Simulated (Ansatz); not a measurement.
Reactions of `[Cl][Zr]([Cl])([Cl])[Br]`.

Gas-phase electronic energies from Ansatz, PBE0-D4/def2-TZVP geometries. CBS: MP2 limit from def2 TZ/QZ plus the TZ coupled-cluster correction, frozen cores. This one scheme is used for every species. DFT in def2-TZVPP. def2 core potentials past Kr. For Br, Zr outer-core shells are correlated without core-valence functions, which leaves a few kJ/mol of doubt a bond. Scalar relativity is left out up to krypton. Each species was taken in one conformer, which may not be the lowest.

```csv
reaction,revPBE-D4 (eV),B97M-V (eV),ωB97X-V (eV),CCSD(T)/CBS(def2) (eV)
`[Cl][Zr]([Cl])([Cl])[Br]` + H–F → `[F][Zr]([Cl])([Cl])[Cl]` + HBr,-0.22,-0.28,-0.30,-0.07
`[Cl][Zr]([Cl])([Cl])[Br]` + `FC(Cl)(Br)Br` → `[F][Zr]([Cl])([Cl])[Br]` + `ClC(Cl)(Br)Br`,-0.08,0.07,-0.04,-0.07
`[Cl][Zr]([Cl])([Cl])[Br]` + `[CH3][AlH][CH3]` → `[CH3][Zr]([Cl])([Cl])[Cl]` + `[CH3][AlH][Br]`,0.27,0.27,0.19,0.21
`[Cl][Zr]([Cl])([Cl])[Br]` + `CC(C)N` → `CC(C)[NH][Zr]([Cl])([Cl])[Cl]` + HBr,0.69,0.79,0.72,0.75
```

Largest T1 diagnostic: 0.016, for `[F][Zr]([Cl])([Cl])[Cl]`.
